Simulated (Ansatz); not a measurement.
CH₆FNO₂Si (`OC(O)(F)N[SiH3]`). The species carries charge 0 and has multiplicity 1. The structure was optimised at the PBE0-D4/def2-TZVP level. It is one conformer, not always the lowest.

```xyz
12

O    -0.536    2.138   -0.333
C    -0.374    0.914    0.285
O    -1.496    0.117    0.229
F    -0.161    1.264    1.602
N     0.682    0.159   -0.243
Si    0.741   -1.580   -0.174
H    -0.605    1.962   -1.277
H    -2.196    0.563    0.719
H     1.543    0.681   -0.280
H     2.135   -1.908   -0.572
H    -0.204   -2.190   -1.138
H     0.472   -2.120    1.182
```

Question: What is the dipole moment at r2SCAN/def2-TZVPP? (Estimate.)

Answer: Computed: 1.41 D, with components (-0.21, 0.10, -1.39) D in this frame, pointing from negative to positive charge.

Question: And with PBE, B3LYP, ωB97M-V? (An estimate is asked.)

Answer: Ansatz gave: PBE 1.37 D, B3LYP 1.42 D, ωB97M-V 1.41 D.

Question: Give the Mulliken charges with r2SCAN, B3LYP, ωB97M-V in def2-TZVPP. (An estimate is asked.)

Answer: Ansatz gave: 
```tsv
atom	r2SCAN	B3LYP	ωB97M-V
O1	-0.32	-0.30	-0.28
C2	0.48	0.47	0.44
O3	-0.33	-0.32	-0.30
F4	-0.22	-0.22	-0.20
N5	-0.37	-0.33	-0.32
Si6	0.39	0.36	0.25
H7	0.21	0.20	0.19
H8	0.22	0.20	0.19
H9	0.16	0.14	0.12
H10	-0.08	-0.07	-0.03
H11	-0.07	-0.07	-0.03
H12	-0.07	-0.06	-0.03
```

B3LYP here is the variant with VWN-RPA as its local correlation; programs differ in this.
